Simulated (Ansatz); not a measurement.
Compare A (`OP[SiH2][SiH3]`) with its isomer B (`O[SiH2][SiH2]P`).

Program: Ansatz. Geometries: PBE0-D4/def2-TZVP. ΔE: electronic, gas phase. CBS: MP2 limit from def2 TZ/QZ plus the TZ coupled-cluster correction, frozen cores. DFT in def2-TZVPP. B3LYP here is the variant with VWN-RPA as its local correlation; programs differ in this. Each species was taken in one conformer, which may not be the lowest.

A:

```xyz
11

O     2.005    2.113    0.418
P     1.589    0.519    0.660
Si   -0.571    0.560   -0.010
Si   -1.259   -1.660   -0.304
H     2.569    2.404    1.139
H     2.030   -0.024   -0.582
H    -0.752    1.331   -1.272
H    -1.385    1.201    1.059
H    -1.128   -2.413    0.972
H    -0.419   -2.325   -1.336
H    -2.679   -1.706   -0.743
```

B:

```xyz
11

O     0.955   -1.696    0.489
Si    0.879   -0.128    1.012
Si   -1.097    0.736    0.114
P    -1.232    0.417   -2.119
H     1.705   -2.223    0.769
H     0.911   -0.059    2.503
H     2.046    0.662    0.518
H    -2.289    0.096    0.737
H    -1.170    2.201    0.375
H     0.075    0.922   -2.361
H    -0.784   -0.929   -2.037
```

Q: Which isomer does CCSD(T)/CBS put lower? Give the gap. (Best estimate.)

A: Ansatz gave: B, by 108.7 kJ/mol.

Q: Give E(B) − E(A) in kJ/mol with ωB97M-V, HF/def2-TZVPP, B3LYP, r2SCAN-D4, PBE0-D4, CCSD(T)/def2-TZVPP, CCSD/def2-TZVPP. (An estimate is asked.)

A: The calculation gave: ωB97M-V -105.0, HF/def2-TZVPP -110.7, B3LYP -103.0, r2SCAN-D4 -106.6, PBE0-D4 -103.7, CCSD(T)/def2-TZVPP -109.6, CCSD/def2-TZVPP -110.6. None reverses the order clearly.

Largest T1 diagnostic: 0.014.

From PBE to PBE0 (25 % exact exchange), in def2-TZVPP and without D4, E(B) − E(A) moves by −5.4 kJ/mol.
